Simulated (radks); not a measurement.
Values are calculated unless marked as measured or tabulated.
Q: Radial electron density D(r) = 4 pi r^2 rho(r) of an atom or ion with 49 electrons. Code: a radial shooting solver on a logarithmic mesh with Libxc functionals. Model: scalar-relativistic Kohn-Sham, BLYP, spin-polarised, spherical densities, finite nucleus; Fermi nuclear charge, rms radius of each element as measured or else 0.836 A^(1/3) + 0.57 fm.

```
   r/bohr * D(r) (the largest magnitude, 87.2, reaches the edge; | marks zero)
 0.001988 |   *
 0.002673 |     *
 0.003594 |         *
 0.004831 |              *
 0.006548 |                     *
 0.008803 |                             *
  0.01184 |                                    *
  0.01591 |                                          *
  0.02139 |                                          *
    0.029 |                                       *
  0.03898 |                                     *
  0.05241 |                                           *
  0.07047 |                                                     *
  0.09474 |                                                      *
   0.1274 |                                           *
   0.1726 |                                       *
   0.2321 |                                              *
    0.312 |                                      *
   0.4195 |                  *
    0.564 |               *
   0.7583 |                *
    1.028 |         *
    1.382 |   *
    1.858 | *
    2.498 |*
    3.358 *
    4.515 *
```

What is the nuclear charge?

A: Z = 53. The innermost maximum, from 1s, lies near gamma/Z bohr with gamma = sqrt(1 - (Z/c)^2) = 0.922, here 0.0174 bohr (found: 0.0191), and its height grows with Z. The density is that of the iodine ion I4+ in [Kr] 4d10 5s2 5p1; the configuration itself is not fixed sharply by these data, and Z only to a few units. D(r) has 4 maxima, at r = 0.0191, 0.0840, 0.244, 0.700 bohr, and minima at 0.0372, 0.159, 0.512 bohr, inside which lie 1.99, 11.17, 29.02 electrons.
